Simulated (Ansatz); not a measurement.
Br2Sn, charge +1, doublet, geometry from GFN2-xTB (such geometries of metal compounds can be far from the true shape) (a state made from the parent by changing its charge; the spin is typed, not shown lowest) (all electrons, no relativity). Base run: R2SCAN/3-21G in Ansatz (a first-principles code).

Here is a job for Ansatz.
Ansatz 0.2 input:
```yaml
crystal:
  periodic: [false, false, false]
  atoms:
    - {symbol: Sn, position_ang: [-0.02282736, -0.00101572, 1.02101170]}
    - {symbol: Br, position_ang: [1.03639339, 1.68673076, -0.70481009]}
    - {symbol: Br, position_ang: [-1.00378288, -1.68527973, -0.75377805]}
basis:
  gaussian:
    orbitals: 3-21G.json
hamiltonian:
  xc: r2scan
total_charge: 1
magnetization: {spin_polarized: true, initial_magnetization: 1}
```
The basis file holds 3-21G in the JSON format of the Basis Set Exchange.

Each row names what was changed in the base input (with any setting that the change needs).

```json
[
 {"change": "base", "basis functions": "79", "E (Eh)": "-11122.22041", "core-seconds (rough)": "30", "outcome": "converged"},
 {"change": "basis = def2-QZVPP", "basis functions": "-", "E (Eh)": "-", "core-seconds (rough)": "-", "outcome": "cut at the time limit"},
 {"change": "basis = STO-3G", "basis functions": "[?]", "E (Eh)": "[?]", "core-seconds (rough)": "50", "outcome": "converged"},
 {"change": "basis = def2-SV(P)", "basis functions": "90", "E (Eh)": "-5361.80798", "core-seconds (rough)": "60", "outcome": "converged"},
 {"change": "basis = def2-SVP", "basis functions": "90", "E (Eh)": "-5361.80798", "core-seconds (rough)": "80", "outcome": "converged"},
 {"change": "basis = def2-SVPD", "basis functions": "[?]", "E (Eh)": "[?]", "core-seconds (rough)": "50", "outcome": "converged"},
 {"change": "basis = def2-TZVPP", "basis functions": "146", "E (Eh)": "-5362.42539", "core-seconds (rough)": "100", "outcome": "converged"},
 {"change": "basis = def2-TZVP", "basis functions": "146", "E (Eh)": "-5362.42539", "core-seconds (rough)": "100", "outcome": "converged"},
 {"change": "basis = def2-QZVP", "basis functions": "232", "E (Eh)": "-5362.53230", "core-seconds (rough)": "200", "outcome": "converged"}
]
```

Question: Fill in the missing entries.

Answer: 
- basis = STO-3G, basis functions: 63
- basis = STO-3G, E (Eh): -11057.53660
- basis = def2-SVPD, basis functions: 114
- basis = def2-SVPD, E (Eh): -5361.81366

Totals compare only among sets that treat the same electrons; sets with core potentials leave the core out.
